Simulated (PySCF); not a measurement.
Compound: C₇H₁₅NOSi.
Cartesian coordinates in Å at the PBE0-D3(BJ)/def2-SVP level; atoms count from 1:
```xyz
25
C7H15NOSi angstrom
C      4.285   -0.747    0.354
C      3.211    0.283    0.608
O      3.435    1.478    0.653
N      1.939   -0.186    0.798
Si     0.635    0.985    1.083
C     -0.948   -0.023    1.211
C     -1.167   -0.953   -0.010
C     -2.664   -0.866   -0.307
C     -2.982    0.596   -0.016
C     -2.209    0.886    1.274
H      4.399   -1.404    1.230
H      4.025   -1.380   -0.508
H      5.234   -0.235    0.160
H      1.779   -1.185    0.748
H      0.521    1.920   -0.074
H      0.888    1.754    2.335
H     -0.889   -0.628    2.132
H     -0.826   -1.983    0.180
H     -0.604   -0.594   -0.890
H     -3.225   -1.517    0.386
H     -2.921   -1.178   -1.331
H     -2.596    1.224   -0.836
H     -4.058    0.805    0.075
H     -2.821    0.618    2.150
H     -1.976    1.959    1.381
```

Level: PBE0/pcSseg-1 in PySCF, non-relativistic, on one gas-phase PBE0-D3(BJ)/def2-SVP geometry that isn't relaxed in the solvent. The solvent is an IEF-PCM continuum (Bondi radii, 1.10 Å for H, scaled by 1.2). The model holds no explicit solvent molecules, cavitation or dispersion.

Gas phase at PBE0/pcSseg-1: HOMO -7.43 eV, LUMO 0.51 eV, dipole 4.19 D.

What does the continuum do to the energy, the frontier levels and the dipole at PBE0/pcSseg-1 in tetrahydrofuran and acetonitrile?

```tsv
solvent	ε	E(solvent) − E(gas) (kcal/mol)	polarisation term (kcal/mol)	distortion of the solute (kcal/mol)	HOMO (eV)	LUMO (eV)	dipole (D)
tetrahydrofuran	7.426	-6.40	-7.66	1.26	-7.65	0.45	5.40
acetonitrile	35.69	-7.82	-9.76	1.94	-7.70	0.44	5.70
```

The first energy column is the sum of the next two and covers electrostatics alone. From tetrahydrofuran to acetonitrile the lowering changes by a factor 1.22, Onsager's factor (ε − 1)/(2ε + 1) by 1.18 and ε itself by 4.8.

Which radius a makes the point-dipole formula ΔE = −[(ε − 1)/(2ε + 1)]·μ²/a³ give the value in acetonitrile, with the gas-phase dipole?

μ = 1.649 au and |ΔE| = 0.01246 Eh give a = 2.49 Å; the farthest nucleus lies 5.23 Å from the centroid of the nuclei, so such a sphere wouldn't even hold the nuclei. The formula assumes a rigid point dipole at the centre of a sphere.

Give the dipole vector in the frame of the coordinates (D, pointing from negative to positive charge), gas and acetonitrile.

Gas (-1.72, -3.82, -0.10), solvent (-2.15, -5.28, -0.09). Its length changes by +36 % and its direction by 2°.

Which IAO charges (PBE0/pcSseg-1) respond most in acetonitrile (means over atoms taken as equivalent)?

```
      atoms                       environment  gas (e)  solvent (e)  change
         O3                      amide oxygen   -0.487       -0.546  -0.059
        H14                amide N–H hydrogen   +0.266       +0.293  +0.027
    H15/H16                     Si–H hydrogen   -0.127       -0.137  -0.010
H11/H12/H13                   methyl hydrogen   +0.161       +0.170  +0.009
         C2             amide carbonyl carbon   +0.446       +0.454  +0.008
        H17                  methine hydrogen   +0.137       +0.145  +0.008
         N4                    amide nitrogen   -0.614       -0.607  +0.007
    H18/H24                methylene hydrogen   +0.131       +0.137  +0.006
         C6       sp3 carbon bound to silicon   -0.408       -0.404  +0.004
         C1  methyl carbon next to a carbonyl   -0.470       -0.474  -0.004
        Si5                      SiH2 silicon   +0.875       +0.872  -0.003
      C8/C9                   ring CH2 carbon   -0.252       -0.254  -0.002
```

Which Mayer bond orders change most in acetonitrile?

```json
{"bond": "C2–O3", "length (Å)": "1.216", "gas": "1.899", "solvent": "1.834", "change": "-0.065"}
{"bond": "C2–N4", "length (Å)": "1.368", "gas": "1.134", "solvent": "1.176", "change": "+0.042"}
{"bond": "Si5–C6", "length (Å)": "1.881", "gas": "0.870", "solvent": "0.892", "change": "+0.022"}
{"bond": "C1–C2", "length (Å)": "1.510", "gas": "0.993", "solvent": "1.010", "change": "+0.017"}
{"bond": "N4–H14", "length (Å)": "1.013", "gas": "0.917", "solvent": "0.904", "change": "-0.013"}
{"bond": "N4–Si5", "length (Å)": "1.776", "gas": "0.815", "solvent": "0.827", "change": "+0.012"}
{"bond": "Si5–H15", "length (Å)": "1.493", "gas": "0.947", "solvent": "0.939", "change": "-0.008"}
{"bond": "Si5–H16", "length (Å)": "1.491", "gas": "0.939", "solvent": "0.931", "change": "-0.008"}
```

How do the nuclear quadrupole coupling constants eQVzz/h respond in acetonitrile?

| nucleus | Q (barn) | gas (MHz) | solvent (MHz) | η gas | η solvent |
| --- | --- | --- | --- | --- | --- |
| 17O at O3 | -0.0256 | 9.72 | 9.29 | 0.05 | 0.07 |
| 14N at N4 | 0.02044 | -3.56 | -3.26 | 0.47 | 0.45 |
